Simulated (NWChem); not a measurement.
CH$_{3}$ClHfS; SMILES [CH3][Hf](=[S])[Cl]

Results from NWChem. All runs use the structure optimised with PBE-D3(BJ)/def2-SVP. def2 effective core potentials on Hf; no spin-orbit coupling. Hybrids' shares of exact exchange are those that their runs print; pure functionals count as 0. The functionals differ in more than this share.

```csv
row,share of exact exchange,highest occupied level (eV)
PBE/def2-SVP,0.00,-5.86
TPSSh/def2-SVP,0.10,-6.39
B3LYP/def2-SVP,0.20,-6.67
B97-2/def2-SVP,0.21,-6.73
MPW1K/def2-SVP,0.43,-7.77
BHandHLYP/def2-SVP,0.50,-7.83
Hartree-Fock/def2-SVP,1.00,withheld
```

Problem. Fit a straight line of the last column on the one before it, predict the withheld value, and compare with the run.

Solution. 
1. Means of the 6 shown rows: x = 0.240, y = -6.875. Slope Σ(x − x̄)(y − ȳ)/Σ(x − x̄)² = -0.7424/0.1834 = -4.048; intercept -5.903.
2. The shown rows scatter about the line by 0.078 (root mean square); the largest residual is -0.13, at MPW1K/def2-SVP.
3. At x = 1.00 (Hartree-Fock/def2-SVP; beyond the shown range) the line gives -9.95.
4. The run gives -9.29, +0.66 from the line, 8.5 times the scatter.
